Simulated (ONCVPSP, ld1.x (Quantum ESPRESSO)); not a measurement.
# Pseudopotentials across the periodic table

Generated with ld1.x 7.5 (TM, RRKJ, ultrasoft, PAW), atompaw 4.2 or ONCVPSP 4.0.1. The cutoff is in Ry: for ld1.x and atompaw files where the sum of valence levels is converged to 10 mRy in a Bessel basis, for ONCV files where the hardest occupied wave has 1 mHa per electron of residual kinetic energy. The error is the largest all-electron minus pseudo excitation energy over each file’s own four to seven test configurations (ionisations up to +4, promotions, holes and added fractions of an electron), all of which were solved. The labels leave out finer settings (local radius, basis sizes, second energies), which also bear on the numbers. Spin-polarised tests are not counted. The rows are a selection from randomly drawn settings: files with unsolved tests, undetermined cutoffs or missed reference levels are left out.

A true bound ghost makes a file unfit for plane-wave use even where its test errors are small: the radial tests pick states by their node count and pass the ghost by.

```csv
element,potential,cutoff (Ry),largest error (meV),bound ghosts
Be,"ONCV, PBE, scalar-relativistic, rc 0.65/0.65/0.65 (spd), local smoothed, core correction no, reference 1s2 2s2, qcut 18.5/13.5/15, projectors 2/2/1",248,+2.4,none
B,"ultrasoft, LDA (PZ), scalar-relativistic, rc 1.25/3.00/2.55 (spd), local smoothed, core correction no, reference 2s2 2p1",18,+97,none
Si,"ONCV, PBEsol, scalar-relativistic, rc 1.90/2.05/2.00 (spd), local smoothed, core correction yes, reference 3s2 3p2, qcut 4.1/4.2/5.4, projectors 3/2/1",14,-205,none
Ca,"ONCV, PBE, scalar-relativistic, rc 1.50/1.15/1.40 (spd), local smoothed, core correction yes, reference 3s2 3p6 4s2, qcut 6.6/8.3/8.1, projectors 2/3/3",50,-1.6,none
Cr,"ultrasoft, PBEsol, non-relativistic, rc 1.40/1.60/1.80 (spd), local smoothed, core correction yes, reference 3s2 3p6 3d6 4s0 4p0",35,+27,none
Co,"ONCV, LDA (Perdew-Wang 92), scalar-relativistic, rc 1.40/1.20/1.45 (spd), local smoothed, core correction yes, reference 3s2 3p6 3d7 4s1, qcut 8.1/11.9/8.9, projectors 2/1/2",80,+47,none
Zn,"RRKJ, LDA (PZ), scalar-relativistic, rc 0.90/0.90/1.18 (spd), local s, core correction no, reference 3s2 3p6 3d9 4s0 4p0",200,+1020,none
Cd,"ONCV, LDA (Perdew-Zunger), non-relativistic, rc 2.35/1.05/1.70 (spd), local smoothed, core correction yes, reference 4p6 4d10 5s2, qcut 2.3/8.9/7.6, projectors 2/2/2",254,-22,s
Ta,"ONCV, PBE, scalar-relativistic, rc 2.00/2.00/2.20 (spd), local p, core correction yes, reference 5s2 5p6 5d3 6s0.5, qcut 5.2/6.3/7.5, projectors 3/0/2",27,-18,none
```

Fill in the row for Ga: ONCV, PBE, scalar-relativistic, rc 1.10/1.00/0.90 (spd), local smoothed, core correction yes, reference 3s2 3p6 3d10 4s1.5 4p1.5, qcut 11.5/12.4/15, projectors 2/2/2.

cutoff 205 Ry, largest error -1.6 meV, bound ghosts: none.
